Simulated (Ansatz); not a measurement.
`C[SiH2]N[SiH2]O`, relaxed with RKS PBE0-D4/def2-TZVP in the Gaussian-basis code of Ansatz from a PBE-D4/def2-SVP geometry. The force threshold is 0.005 eV/Å; the program also tests the step.

Total charge 0; spin multiplicity 1.

Start:

```xyz
14

C    -0.803    0.671    2.086
Si   -0.985   -0.527    0.638
N     0.526   -0.758   -0.236
Si    0.927   -0.358   -1.889
O     1.925    0.988   -2.061
H    -1.772    0.795    2.613
H    -0.464    1.669    1.740
H    -0.065    0.296    2.825
H    -1.502   -1.840    1.174
H    -1.966    0.012   -0.368
H     1.297   -1.157    0.312
H     1.744   -1.453   -2.503
H    -0.394   -0.161   -2.583
H     1.532    1.822   -1.748
```

Task: How much energy does the relaxation release, and in how many steps? (An estimate is asked.)

Result: The calculation gave: 8.42 kJ/mol, in 13 steps.

Task: Which bonds change most? (Best estimate.)

Result: The calculation gave: Si4–O5 from 1.684 to 1.647 Å; N3–Si4 from 1.747 to 1.718 Å; Si2–N3 from 1.760 to 1.731 Å; C1–Si2 from 1.889 to 1.867 Å.

Task: Give the relaxed structure. (Estimate.)

Result: The calculation gave: 
```xyz
14

C    -0.814    0.632    2.105
Si   -0.966   -0.485    0.618
N     0.540   -0.662   -0.218
Si    0.914   -0.371   -1.869
O     1.896    0.928   -2.119
H    -1.775    0.716    2.620
H    -0.491    1.634    1.815
H    -0.088    0.236    2.821
H    -1.479   -1.807    1.081
H    -1.925    0.079   -0.368
H     1.311   -1.001    0.343
H     1.697   -1.492   -2.438
H    -0.392   -0.192   -2.552
H     1.571    1.785   -1.840
```
